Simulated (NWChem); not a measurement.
# BBr2 cation

```xyz
3

Br    -1.7730    -0.0231     0.0203
B      0.0000     0.0004     0.0000
Br     1.7730     0.0234    -0.0203
```
Atoms are numbered in this order, from 1.

Computed with NWChem. All runs use the structure optimised with B3LYP/6-31G* (spherical d). GIAO values for the isolated, static molecule; σ is the absolute isotropic shielding, δ = σ(reference) − σ with the isolated reference molecule computed at the same levels (11B: boron trifluoride). Spin-orbit effects, on the heavy nuclei and on their neighbours, are missing.

For level PBE/pcSseg-1:

```yaml
"σ Br1 (ppm)": 2076.7
"δ B2 (ppm)": 40.9
```

**Question.** Estimate the same quantities for level KT2/pcSseg-1.

**Answer.** The σ Br1 (ppm) is 2122.0 and the δ B2 (ppm) comes out as 38.1.
